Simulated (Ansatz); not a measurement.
Consider the redistribution: `[AlH3]` + `[CH3][Al]([SiH3])[SiH3]` → `[CH3][Al]([AlH2])[SiH3]` + SiH₄.

Calculated with Ansatz (gas phase, PBE0-D4/def2-TZVP geometries, no zero-point term in ΔE). CBS: MP2 limit from def2 TZ/QZ plus the TZ coupled-cluster correction, frozen cores. This one scheme is used for every species. DFT in def2-TZVPP. B3LYP here is the variant with VWN-RPA as its local correlation; programs differ in this.

| level | ΔE (kcal/mol) |
| --- | --- |
| PBE0-D4 | 0.1 |
| B3LYP-D4 | 0.6 |
| ωB97M-V | 1.4 |
| MP2/def2-TZVPP | 0.4 |
| SCS-MP2/def2-TZVPP | -0.1 |
| HF/def2-QZVPP | -0.8 |
| HF/CBS(def2) | -0.8 |
| MP2/CBS(def2) | 0.7 |

What does CCSD(T)/CBS give? (Best estimate.)

Ansatz gave: +0.1 kcal/mol. The listed levels differ from it by 0.0, 0.5, 1.3, 0.3, -0.2, -0.9, -0.9, 0.6 kcal/mol.

Largest T1 diagnostic among the species: 0.013.
